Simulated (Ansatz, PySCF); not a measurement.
Gas-phase reaction (SMILES): Cl[C]Cl → [C]Cl + Cl atom; the C-Cl bond at the site shown breaks (other sites are not compared here).

Geometries: B3LYP-D3(BJ)/def2-TZVP minima from Ansatz (a first-principles code). Valence correlation only, unless marked. UHF or UKS for open shells. Spin-orbit coupling is left out. No relativistic terms. CBS(X,Y): correlation extrapolated as X^-3; Hartree-Fock from the larger set. Unstable Hartree-Fock reference: Cl[C]Cl. Thermal terms are rigid-rotor harmonic-oscillator values from B3LYP-D3(BJ) frequencies (PySCF) at 298.15 K and 1 atm. 1 Eh = 627.5095 kcal/mol. Atoms have translation alone.

```json
[
 {"species": "Cl[C]Cl", "E, CCSD(T)/CBS(cc-pV(T+d)Z,cc-pV(Q+d)Z) (Ansatz) (Eh)": "-957.48354", "E, PBE0-D4/def2-TZVPD (Ansatz + dftd4) (Eh)": "-958.09070", "H - E (Eh)": "0.00842"},
 {"species": "[C]Cl", "E, CCSD(T)/CBS(cc-pV(T+d)Z,cc-pV(Q+d)Z) (Ansatz) (Eh)": "-497.65087", "E, PBE0-D4/def2-TZVPD (Ansatz + dftd4) (Eh)": "-497.96554", "H - E (Eh)": "0.00531"},
 {"species": "Cl atom", "E, CCSD(T)/CBS(cc-pV(T+d)Z,cc-pV(Q+d)Z) (Ansatz) (Eh)": "-459.70714", "E, PBE0-D4/def2-TZVPD (Ansatz + dftd4) (Eh)": "-459.99797", "H - E (Eh)": "0.00236"}
]
```

Question: Work out ΔE and ΔH at 298.15 K at the first level, then ΔH at the second.

Answer: 
1. ΔE = [(-497.65087) + (-459.70714)] - [(-957.48354)] = 0.12553 Eh = 78.8 kcal/mol at CCSD(T)/CBS(cc-pV(T+d)Z,cc-pV(Q+d)Z).
2. The terms H - E add up to -0.00075 Eh, so ΔH = (0.12553 + (-0.00075))×627.5095 = 78.3 kcal/mol.
3. At PBE0-D4/def2-TZVPD the same steps give ΔE = 79.8 and ΔH = 79.3 kcal/mol, a shift of +1.0 from the first level.
4. These values are not checked against measurement here, since the tables used lack a sound gas-phase enthalpy of formation for at least one species.
